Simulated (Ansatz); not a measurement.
System: sum formula H2BOBr2, charge 1, multiplicity 1. It need not be the lowest isomer of its formula. 
Coordinates optimised at B3LYP-D3(BJ)/def2-TZVP (Ansatz, a quantum-chemistry and plane-wave program):
```xyz
6

O     -1.8403    -0.5574     0.0728
B     -0.4198    -0.1271     0.0166
Br    -0.1118     1.5701     0.7079
Br     0.7260    -1.3841    -0.7322
H     -2.5420     0.0125     0.4437
H     -2.1334    -1.4285    -0.2587
```
Charge +1, spin multiplicity 1.

Total electronic energies in hartree. Correlated levels leave the core frozen unless marked. No spin-orbit coupling. Frozen are the shells of the preceding noble gas and the d and f shells that filled before the atom's block. Non-relativistic. CBS marks a two-point X^-3 extrapolation of the correlation energy; Hartree-Fock from the larger set (for Q and 5 zeta extrapolated as (X+1)exp(-9√X)).

```csv
level,program,energy (Eh)
HF/STO-3G,Ansatz,-5188.62458
HF/cc-pVQZ,Ansatz,-5245.50881
revPBE-D3(BJ)/def2-TZVPD,Ansatz + dftd3,-5248.96795
revPBE/def2-TZVPD,Ansatz,-5248.95508
r2SCAN/def2-TZVPD,Ansatz,?
B3LYP-D3(BJ)/def2-TZVPD,Ansatz + dftd3,-5249.49522
B3LYP/def2-TZVPD,Ansatz,-5249.48507
PBE0/6-31G*,Ansatz,-5248.06435
PBE0/def2-TZVPD,Ansatz,-5248.71982
BHLYP-D4/def2-TZVPD,Ansatz + dftd4,-5249.36799
HSE06-D3(BJ)/def2-TZVPD,Ansatz + dftd3,-5248.72802
wB97X-V/def2-TZVPD,Ansatz,-5248.92397
B2GP-PLYP/def2-TZVPD,Ansatz,-5248.20788
B2PLYP-D4/def2-TZVPD,Ansatz + dftd4,-5248.52271
RPA@PBE/cc-pVTZ,Ansatz,-5246.50018
RPA@PBE/cc-pVQZ,Ansatz,-5246.62494
MP2/STO-3G,Ansatz,-5188.73399
RI-MP2/cc-pVTZ,Ansatz,-5246.15053
SCS-MP2/6-31G,Ansatz,-5244.82967
CCSD/cc-pVQZ,Ansatz,-5246.25019
CCSD(T)/6-31G,Ansatz,-5244.86197
CCSD(T)/cc-pVQZ,Ansatz,-5246.28272
"CCSD(T)/CBS(cc-pVQZ,cc-pV5Z)",Ansatz,-5246.3269
```

**Question.** Some entries are withheld; supply them.

**Answer.** 
- r2SCAN/def2-TZVPD, energy (Eh): -5249.34740
